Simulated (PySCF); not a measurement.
Zn(F)(SeH) (FHSeZn), SMILES [F][Zn][SeH].

Coordinates come from a B3LYP-D3(BJ)/def2-TZVP optimisation. One conformer was computed; it need not be the lowest.

All values below come from IEF-PCM-B3LYP/def2-SVP run with PySCF 2.14.0.

The values are the electrostatic part of the solvation free energy, E(continuum) − E(gas) at the gas-phase geometry, in a cavity of scaled van der Waals radii (PySCF's table); cavitation and dispersion terms are not included. A continuum can't describe solvent molecules that bind to the metal. In vacuum the orbital gap is 5.33 eV. The dipole moment in vacuum is 1.54 D.

```
solvent      ε  ΔG(elec) (kcal/mol)  dipole (D)  gap (eV)
-------  -----  -------------------  ----------  --------
water    78.36                -18.7        1.05      5.74
ethanol  24.85                -17.8        1.08      5.71
toluene   2.37                 -8.3        1.37      5.47
```
